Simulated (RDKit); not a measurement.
A run for RDKit: MMFF94 on C3H4 (SMILES C1=CC1).

```python
from rdkit import Chem
from rdkit.Chem import AllChem, rdDetermineBonds

blocks = [
'''7

C     0.77015616   -0.42157263   -0.03510560
C     0.36395254    0.79937445   -0.02666591
C    -0.72203363   -0.24046478    0.03933000
H     1.57672089   -1.13139283   -0.06917563
H     0.58441199    1.85126180   -0.04854796
H    -1.33310976   -0.43781433   -0.84004609
H    -1.24009818   -0.41939169    0.98021123
''',
]
mol = None
for b in blocks:
    f = Chem.MolFromXYZBlock(b)
    rdDetermineBonds.DetermineBonds(f, charge=0)
    mol = f if mol is None else Chem.CombineMols(mol, f)
Chem.SanitizeMol(mol)
print(Chem.MolToSmiles(Chem.RemoveHs(mol)))
ff = AllChem.MMFFGetMoleculeForceField(mol, AllChem.MMFFGetMoleculeProperties(mol), nonBondedThresh=100.0, ignoreInterfragInteractions=False)
e = ff.CalcEnergy()
print(f'MMFF94 energy {e:.6f} kcal/mol')
```

Program output:

```
C1=CC1
MMFF94 energy 40.284933 kcal/mol
```

The run finished.

Cost: around 0.03 core-seconds (rough).
